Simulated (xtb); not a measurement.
SiH2Cl2, SMILES Cl[SiH2]Cl. All values are semi-empirical tight-binding results from xtb (GFN2-xTB unless named), good for trends rather than for accurate numbers. Geometry: GFN2-xTB. The isomer is the one that the SMILES or the coordinates give; other isomers of the formula were not compared.

Optimised geometry:

```xyz
5

Si     0.0000     0.0000    -0.7548
Cl     1.6425     0.0000     0.4028
Cl    -1.6425     0.0000     0.4028
H      0.0000     1.2093    -1.5635
H      0.0000    -1.2093    -1.5635
```

| Item | Result |
|---|---|
| point group as xtb finds it | C2v |
| orbital gap | 6.08 eV |
| dipole moment | 1.63 D |
| zero-point energy | 11.9 kcal/mol |
| G − E(el) at 298.15 K (modified RRHO) | -5.5 kcal/mol |
| static polarisability (D4 model) | 57.4 bohr³ |
| solvation energy, GFN2-xTB/ALPB(water) | -0.3 kcal/mol |
| solvation energy, GFN2-xTB/ALPB(acetone) | -2.5 kcal/mol |

Question: Give the atomic charges and the Wiberg bond orders between heavy atoms. (The exact figures need the calculation; the answer reports its results.)

Answer: charges (e) Si1 0.51, Cl2 -0.21, Cl3 -0.21, H4 -0.04, H5 -0.04. Bond orders Si1–Cl2 1.14, Si1–Cl3 1.14.
